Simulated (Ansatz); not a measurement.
Input file for Ansatz (a first-principles code): R-CCSD(T)/def2-TZVPP on GeH5P (SMILES [PH2][GeH3]), a point of a torsion scan. The run froze 19 orbitals, filled d shells among them.

Ansatz 0.2 input:
```yaml
crystal:
  periodic: [false, false, false]
  atoms:
    - {symbol: P, position_ang: [1.40958410, -0.39233683, 0.51644097]}
    - {symbol: Ge, position_ang: [-0.78879750, 0.08333208, 0.09353330]}
    - {symbol: H, position_ang: [1.84302207, 0.88000946, 0.16947250]}
    - {symbol: H, position_ang: [1.62629612, -0.87118722, -0.76968288]}
    - {symbol: H, position_ang: [-1.04510428, 1.26372609, -0.80016279]}
    - {symbol: H, position_ang: [-1.50057755, -1.08119073, -0.52656198]}
    - {symbol: H, position_ang: [-1.51930414, 0.37923927, 1.36885344]}
basis:
  gaussian:
    orbitals: def2-TZVPP
magnetization: {spin_polarized: false}
correlation: {method: ccsd_t, electrons: outside_noble_gas}
scf: {lower_state_search: off}
```

It printed:

```
WARN ansatz: RAYON_NUM_THREADS=1 ignored (pool sized by the plan → 1); use --threads N
Functional definition: HF
these checks for a lower state are left out or cut short: stability, starts, cluster_reference, orbital_swaps, neighbouring_geometries, increment
integrals: 0.42 GiB planned
938 factors; integrals over basis functions are off by at most 9.7e-4 eV
mean field: 0.45 GiB planned
mean field evaluation 1: about -65823.6893 eV, gradient 1.4e1 eV
mean field evaluation 2: about -65823.8334 eV, gradient 1.4e1 eV
mean field evaluation 4: about -65824.7950 eV, gradient 3.0e0 eV
mean field evaluation 8: about -65824.8162 eV, gradient 1.7e-1 eV
mean field -65824.81645711 eV, -2419.0173871357 hartree, gradient 2.7e-6 eV, S^2 0.000000; 0 other end points of the search recorded, 0 dependent functions left out
19 core orbitals not correlated
reference -65824.81645711 eV, -2419.0173871357 hartree; 7, 7 occupied and 134, 134 virtual orbitals, 938 factors
second order -7.84858907 eV of doubles, -0.00000000 eV of singles
coupled cluster: 1.02 GiB planned
cycle   1  -8.72153170 eV  change   -8.7e-1 eV  update   7.3e-2
cycle   2  -9.04462572 eV  change   -3.2e-1 eV  update   2.4e-2
cycle   3  -9.06609844 eV  change   -2.1e-2 eV  update   6.9e-3
cycle   4  -9.06294828 eV  change    3.2e-3 eV  update   2.3e-3
cycle   5  -9.06202911 eV  change    9.2e-4 eV  update   6.5e-4
cycle   6  -9.06193596 eV  change    9.3e-5 eV  update   2.2e-4
cycle   7  -9.06198230 eV  change   -4.6e-5 eV  update   6.9e-5
cycle   8  -9.06199088 eV  change   -8.6e-6 eV  update   2.1e-5
cycle   9  -9.06198539 eV  change    5.5e-6 eV  update   6.7e-6
perturbative correction -0.32482570 eV, -0.0119371242 hartree
Total energy: -65834.20326820 eV, -2419.3623460805 hartree
Checks for a lower state left out: stability, starts, cluster_reference, orbital_swaps, neighbouring_geometries, increment
```

Self-consistency was reached.

Cost: very roughly 13 core-seconds.
